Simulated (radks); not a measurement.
The numbers below are computed, except where a source is named.
Task: The mean radii <r> (bohr) of the occupied orbitals of an atom or ion are listed with their occupations. Code: a radial shooting solver on a logarithmic mesh with Libxc functionals. Model: non-relativistic Kohn-Sham, TPSS, spin-polarised, spherical densities, point nucleus; meta-GGA in the generalised Kohn-Sham scheme.

| orbital | occ. | <r> |
|---|---|---|
| 1s up | 1 | 0.01823 |
| 1s down | 1 | 0.01823 |
| 2s up | 1 | 0.07662 |
| 2s down | 1 | 0.07662 |
| 2p up | 3 | 0.06471 |
| 2p down | 3 | 0.06471 |
| 3s up | 1 | 0.1925 |
| 3s down | 1 | 0.1925 |
| 3p up | 3 | 0.1831 |
| 3p down | 3 | 0.1831 |
| 3d up | 5 | 0.1595 |
| 3d down | 5 | 0.1595 |
| 4s up | 1 | 0.4195 |
| 4s down | 1 | 0.4195 |
| 4p up | 3 | 0.4219 |
| 4p down | 3 | 0.4219 |
| 4d up | 5 | 0.4252 |
| 4d down | 5 | 0.4252 |
| 4f up | 7 | 0.4319 |
| 4f down | 7 | 0.4319 |
| 5s up | 1 | 0.9265 |
| 5s down | 1 | 0.9265 |
| 5p up | 3 | 0.9898 |
| 5p down | 3 | 0.9894 |
| 5d up | 5 | 1.208 |
| 5d down | 5 | 1.203 |
| 6s up | 1 | 2.311 |
| 6s down | 1 | 2.306 |
| 6p up | 1 | 2.682 |

Name the element and its charge. Open shells, if any, are filled with parallel spins first.

Result: Z = 83, bismuth, charge +2: Bi2+ in [Hg] 6p1. The 1s radius gives Z: for a bare nucleus <r> = 1.5/Z, 0.01807 bohr for Z = 83, and screening makes it slightly larger (0.01823 here). The occupations add up to 81, and the charge is Z minus that.
